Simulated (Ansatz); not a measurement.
Ansatz (an electronic-structure program) input:

Ansatz 0.2 input:
```yaml
crystal:
  periodic: [false, false, false]
  atoms:
    - {symbol: Sc, position_ang: [0.00000000, -0.00000000, -0.00000000]}
    - {symbol: F, position_ang: [-1.57420057, -0.96457457, 0.08446231]}
    - {symbol: F, position_ang: [-0.00071631, 1.71041017, -0.70010140]}
    - {symbol: F, position_ang: [1.57491688, -0.74583560, 0.61563909]}
basis:
  gaussian:
    orbitals: def2-SVPD
magnetization: {spin_polarized: false}
correlation: {method: ccsd_t, electrons: outside_noble_gas}
output: {forces: true}
```

Q: What final total energy does it print?

A: -1058.71625 Eh (CCSD(T)/def2-SVPD). The basis has 103 functions. The run takes around 70 core-seconds (rough).
